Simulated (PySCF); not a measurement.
**Solvent effects on NMR parameters**

Geometry:
| atom | x (Å) | y (Å) | z (Å) |
| --- | --- | --- | --- |
| S1 | -0.647 | 0.723 | -0.010 |
| K2 | 1.980 | -0.272 | -0.015 |
| H3 | -1.310 | -0.456 | 0.000 |

GIAO PBE0/pcSseg-1 in PySCF on one PBE0-D3(BJ)/def2-SVP conformer, non-relativistic, equivalent nuclei averaged. Solvents enter as an IEF-PCM continuum (chloroform with ε = 4.7, acetonitrile with ε = 35.7) around the gas-phase geometry. Shifts are referred to CS2, TMS computed in the same medium.

Gas phase, δ in ppm: S1 -302.2, H3 -1.87. Dipole moment 9.91 D.

Question: How does each δ change in the continuum?

Answer: 
```
atoms                       environment  Δδ, chloroform  Δδ, acetonitrile
   S1             sulfur bonded to K, H           -24.7             -32.4
   H3  hydrogen on a sulfur bonded to K            0.00             +0.12
```

Changes are relative to the gas phase. The dipole moment becomes 11.24 D in chloroform, 11.62 D in acetonitrile.

Question: Which of the listed nuclei move most (in ppm), and what does the model miss?

Answer: S1 (sulfur bonded to K, H, -32.4 ppm) in acetonitrile. A continuum only polarises the solute; specific hydrogen bonds, the anisotropy of aromatic solvents and changes of geometry or conformer are outside it.
